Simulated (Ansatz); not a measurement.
Ansatz (an electronic-structure program) input (PBE0/6-31G*):

Ansatz 0.2 input:
```yaml
crystal:
  periodic: [false, false, false]
  atoms:
    - {symbol: Cr, position_ang: [0.07653678, -0.02633178, -0.01959061]}
    - {symbol: O, position_ang: [1.49780103, -0.51530484, -0.38338210]}
    - {symbol: F, position_ang: [-0.64881483, -0.38125063, 1.52858690]}
    - {symbol: F, position_ang: [-0.88666194, 0.90951747, -1.13556119]}
basis:
  gaussian:
    orbitals: 6-31G*
hamiltonian:
  xc: {name: PBE0}
magnetization: {spin_polarized: true, initial_magnetization: 2}
```

End of the output:

```
integrals: 0.03 GiB planned
700 factors; integrals over basis functions are off by at most 1.4e-3 eV
mean field: 0.43 GiB planned
mean field evaluation 1: about -35875.7796 eV, gradient 6.2e1 eV
mean field evaluation 2: about -35517.9962 eV, gradient 3.1e2 eV
mean field evaluation 4: about -35887.7847 eV, gradient 1.7e1 eV
mean field evaluation 8: about -35888.6949 eV, gradient 4.5e-1 eV
mean field evaluation 16: about -35888.8090 eV, gradient 2.9e-2 eV
mean field evaluation 32: about -35888.8091 eV, gradient 6.6e-5 eV
mean field -35888.80905106 eV, -1318.8894063181 hartree, gradient 6.6e-5 eV, S^2 2.088942; 2 other end points of the search recorded, 0 dependent functions left out
reference -35888.80910428 eV, -1318.8894082739 hartree; 26, 24 occupied and 55, 57 virtual orbitals, 700 factors
Total energy: -35888.80910428 eV, -1318.8894082739 hartree
```

The spin state was set by rule; other spins were not relaxed.
